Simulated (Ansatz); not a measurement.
Consider the redistribution: `Cl[SiH]1CO1` + `CO[SiH2]S[SiH3]` → `[SiH3]S[SiH]1CO1` + `CO[SiH2]Cl`.

Calculated with Ansatz (gas phase, PBE0-D4/def2-TZVP geometries, no zero-point term in ΔE). CBS: MP2 limit from def2 TZ/QZ plus the TZ coupled-cluster correction, frozen cores. Functionals use def2-TZVPP. B3LYP here is the variant with VWN-RPA as its local correlation; programs differ in this. One conformer a species, not always the lowest.

```csv
level,ΔE (kJ/mol),difference from CCSD(T)/CBS
PBE-D4,-3.9,1.3
r2SCAN-D4,-4.6,0.6
PBE0-D4,-4.3,0.9
B3LYP-D4,-4.7,0.5
ωB97X-V,-4.5,0.7
ωB97M-V,-4.1,1.1
B2PLYP,-6.9,-1.7
PBE,-6.0,-0.8
r2SCAN,-5.3,-0.1
PBE0,-6.3,-1.1
B3LYP,-7.8,-2.6
HF/def2-TZVPP,-9.3,-4.1
MP2/def2-TZVPP,-5.5,-0.3
SCS-MP2/def2-TZVPP,-6.2,-1.0
CCSD/def2-TZVPP,-5.7,-0.5
CCSD(T)/def2-TZVPP,-5.2,0.0
HF/def2-QZVPP,-9.5,-4.3
MP2/def2-QZVPP,-5.6,-0.4
SCS-MP2/def2-QZVPP,-6.3,-1.1
HF/CBS(def2),-9.5,-4.3
MP2/CBS(def2),-5.5,-0.3
CCSD/CBS(def2),-5.7,-0.5
CCSD(T)/CBS,-5.2,0
```

Largest T1 diagnostic among the species: 0.013.

In def2-TZVPP, CCSD(T) changes the Hartree–Fock value by +4.1 kJ/mol (the triples alone add +0.5 kJ/mol) and MP2 by +3.8 kJ/mol. The D4 term adds +3.2 kJ/mol with B3LYP and +1.9 kJ/mol with PBE0; it sums over pairs of atoms, weighted by their polarisabilities, and B3LYP, whose exchange is more repulsive, gets the larger term.
